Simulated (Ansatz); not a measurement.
Relaxation of ClH8NOSi (12 atoms, charge 0, multiplicity 1), to a largest force component of 0.03 eV/Å in at most 50 steps.

Theory: RKS B3LYP-D4/def2-SVP in Ansatz.

```xyz
12
Properties=species:S:1:pos:R:3:forces:R:3
Si 0.008 0.778 -1.538 0.02 0.32 0.58
Cl 0.802 -2.449 -0.659 -0.04 -0.10 0.51
H -0.305 1.967 -2.395 0.00 0.01 0.00
H -1.084 -0.209 -1.738 0.01 0.01 0.01
H 1.341 0.262 -1.929 -0.01 -0.01 -0.02
H -0.162 -0.362 1.862 0.04 0.26 -0.26
N 0.098 1.224 0.202 -0.09 -0.35 -0.42
H 0.534 -2.201 0.603 -0.05 0.08 -0.16
O -0.337 -1.151 2.403 0.17 -0.22 -0.24
H 0.997 1.617 0.480 -0.02 0.00 -0.02
H -0.629 1.872 0.504 0.01 0.00 0.02
H -1.263 -1.349 2.205 -0.03 -0.01 -0.01
```

Where does it end, and by what steps?

The run converged. After 10 steps the energy has fallen by 0.319 eV; O9 moved furthest, 0.56 Å.

| step | energy less start (eV) | largest force component (eV/Å) | accepted |
| --- | --- | --- | --- |
| 0 | 0.0000 | 0.579 | yes |
| 1 | -0.1397 | 0.804 | yes |
| 2 | -0.2496 | 0.494 | yes |
| 3 | -0.3036 | 0.242 | yes |
| 4 | -0.3117 | 0.161 | yes |
| 5 | -0.3104 | 0.385 | no |
| 6 | -0.3147 | 0.065 | yes |
| 7 | -0.3173 | 0.038 | yes |
| 8 | -0.3185 | 0.040 | yes |
| 9 | -0.3189 | 0.033 | yes |
| 10 | -0.3191 | 0.016 | yes |

```xyz
12
Properties=species:S:1:pos:R:3
Si -0.032 0.759 -1.402
Cl 0.826 -2.753 -0.378
H -0.235 1.940 -2.300
H -1.196 -0.151 -1.564
H 1.257 0.106 -1.722
H -0.094 -0.217 1.384
N 0.041 1.237 0.311
H 0.449 -2.073 0.717
O -0.153 -1.080 1.874
H 0.932 1.652 0.588
H -0.698 1.872 0.615
H -1.097 -1.293 1.878
```

The run took 29 s on 2 threads of Intel(R) Xeon(R) Platinum 8488C (Sapphire Rapids) (shared host), peak memory 0.24 GiB.
